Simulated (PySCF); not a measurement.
CH6AlClO2Si, SMILES [OH][Al]([OH])[CH2][SiH2]Cl. Geometry: PBE-D3(BJ)/def2-SVP. The structure was generated by enumeration; whether it is a known compound was not checked. Other conformers were not sampled.

Problem. Give the equilibrium geometry at PBE-D3(BJ)/def2-SVP (PySCF confirms it by a frequency run) as bond lengths and angles, and its point group. (An estimate is asked for; the answer gives what the named calculation found.)

Solution. One answer among several that fit: point group Cs.
Atoms: Si1 Cl2 C3 Al4 O5 O6 H7 H8 H9 H10 H11 H12. Bonds (Å): Si1–Cl2 2.095, Si1–C3 1.865, Si1–H7 1.503, Si1–H8 1.503, C3–Al4 1.947, C3–H9 1.111, C3–H10 1.111, Al4–O5 1.717, Al4–O6 1.717, O5–H11 0.969, O6–H12 0.969. Bond angles (°): Cl2–Si1–C3 111.6, Cl2–Si1–H7 107.2, Cl2–Si1–H8 107.2, C3–Si1–H7 110.8, C3–Si1–H8 110.8, H7–Si1–H8 109.1, Si1–C3–Al4 113.9, Si1–C3–H9 108.8, Si1–C3–H10 108.8, Al4–C3–H9 108.3, Al4–C3–H10 108.3, H9–C3–H10 108.6, C3–Al4–O5 117.4, C3–Al4–O6 117.4, O5–Al4–O6 125.2, Al4–O5–H11 126.0, Al4–O6–H12 126.0.
